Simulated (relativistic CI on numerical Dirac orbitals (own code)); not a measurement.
**Transition arrays of Sr10+**

Method of calculation: Dirac-Coulomb-Breit CI, orbitals from a KLI potential per configuration, model QED, valence Slater integrals scaled by 0.9, whole transition arrays (own radial code, finite nucleus).

CI space (outside the closed core [Ar]): 3d10, 3d9.4f, 3d9.4p, 3d9.5f. Levels of other configurations are missing.

All E1 lines from the levels of 3d10; mean and standard deviation are weighted by gf, and upper levels are sorted by their leading configuration.

```csv
Upper configuration,Lines,Σgf,Mean (eV),Mean (nm),σ (eV),Strongest line (nm)
3d9.4f,3,2.7,219.90,5.638,0.89,5.633
3d9.4p,3,0.6,147.50,8.406,0.47,8.420
3d9.5f,3,2.0,257.60,4.813,0.89,4.808
```

Σgf per state of the lower configuration in bins of 0.1 nm over the central range (centre: value): 4.85: 2.00, 5.65: 2.50, 5.75: 0.16, 8.35: 0.13, 8.45: 0.46.

Q: How do configuration mixing and the scaling of the Slater integrals move the arrays?

A: Slater scale 0.9, no configuration mixing: 3d9.4f 220.3 ± 0.9 eV (Σgf 3.1), 3d9.4p 147.5 ± 0.5 eV (Σgf 0.6), 3d9.5f 257.2 ± 0.9 eV (Σgf 1.5); Slater scale 1: 3d9.4f 220.3 ± 0.9 eV (Σgf 2.7), 3d9.4p 147.6 ± 0.5 eV (Σgf 0.6), 3d9.5f 257.9 ± 0.9 eV (Σgf 2.0); Slater scale 0.8: 3d9.4f 219.5 ± 0.9 eV (Σgf 2.7), 3d9.4p 147.4 ± 0.5 eV (Σgf 0.6), 3d9.5f 257.3 ± 0.9 eV (Σgf 2.0). With mixing, levels are counted to their leading configuration, so an array can shrink or vanish into another, and the sums then hold other lines.
